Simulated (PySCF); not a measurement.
# Computed NMR parameters against published values

Geometry:
```
atom   x (Å)   y (Å)   z (Å)
 Br1   3.025  -1.470  -0.179
  C2   1.306  -0.670  -0.101
  C3   1.223   0.726  -0.090
  C4  -0.048   1.285  -0.033
  C5  -1.160   0.444   0.012
  C6  -0.943  -0.931  -0.004
  N7   0.272  -1.476  -0.059
  H8   2.124   1.339  -0.127
  H9  -0.168   2.371  -0.022
 H10  -2.174   0.845   0.058
 H11  -1.786  -1.630   0.030
```

Published estimates (parent shift plus substituent increments) and measurements: δ ¹³C C6 150.3; C2 142.3; C4 138.5; C3 128.3; C5 122.6; δ ¹H H11 8.36; H9 7.56; H8 7.51; H10 7.28 ppm (estimated from measurements, as parent shift plus tabulated substituent increment; solution, not stated per compound (mostly CDCl3 or CCl4); Pretsch, Buehlmann, Badertscher, Structure Determination of Organic Compounds, 4th ed. (2009)).

- geometry: PBE0-D3(BJ)/def2-SVP
- NMR shieldings at KT2/pcSseg-2/GIAO
- code: PySCF
- isolated molecule, non-relativistic Hamiltonian, single conformer

Q: Set the calculated values beside the experiment.

A: 
Reference values: estimated from measurements, as parent shift plus tabulated substituent increment (solution, not stated per compound (mostly CDCl3 or CCl4); Pretsch, Buehlmann, Badertscher, Structure Determination of Organic Compounds, 4th ed. (2009)).
```json
{"atoms": "C6", "quantity": "δ ¹³C", "reference": "150.3", "computed": "148.7", "computed, scaled": "150.8"}
{"atoms": "C2", "quantity": "δ ¹³C", "reference": "142.3", "computed": "162.6", "computed, scaled": "165.4"}
{"atoms": "C4", "quantity": "δ ¹³C", "reference": "138.5", "computed": "134.8", "computed, scaled": "136.3"}
{"atoms": "C3", "quantity": "δ ¹³C", "reference": "128.3", "computed": "129.0", "computed, scaled": "130.2"}
{"atoms": "C5", "quantity": "δ ¹³C", "reference": "122.6", "computed": "120.2", "computed, scaled": "121.1"}
{"atoms": "H11", "quantity": "δ ¹H", "reference": "8.36", "computed": "8.28", "computed, scaled": "–"}
{"atoms": "H9", "quantity": "δ ¹H", "reference": "7.56", "computed": "7.29", "computed, scaled": "–"}
{"atoms": "H8", "quantity": "δ ¹H", "reference": "7.51", "computed": "7.31", "computed, scaled": "–"}
{"atoms": "H10", "quantity": "δ ¹H", "reference": "7.28", "computed": "6.86", "computed, scaled": "–"}
```

Computed shifts are σ(ref) − σ with the named reference compound (TMS for H and C) calculated as an isolated molecule at the same level. The measured values may be among those fitted. Scaled to experiment by linear calibration (H and C: mostly CDCl3 data, vs TMS): ¹³C (scatter 2.6 ppm rms, 3.3 ppm with the 1 outlier that the fit left out). Occasional misses reach two or three times the rms, and more in compound classes unlike the fitted ones.

Q: How far are the unscaled ¹³C shifts from the references?

A: Mean signed difference +2.66 ppm, mean absolute 5.74 ppm over 5 comparisons; the largest is +20.3 ppm at C2 (aromatic carbon bearing bromine).

Q: How far are the unscaled ¹H shifts from the references?

A: Mean signed difference -0.24 ppm, mean absolute 0.24 ppm over 4 comparisons; the largest is -0.42 ppm at H10 (hydrogen on an aromatic CH).

The calculation has no spin–orbit term, so carbons bonded to Br come out too deshielded (the heavy-atom effect is absent).
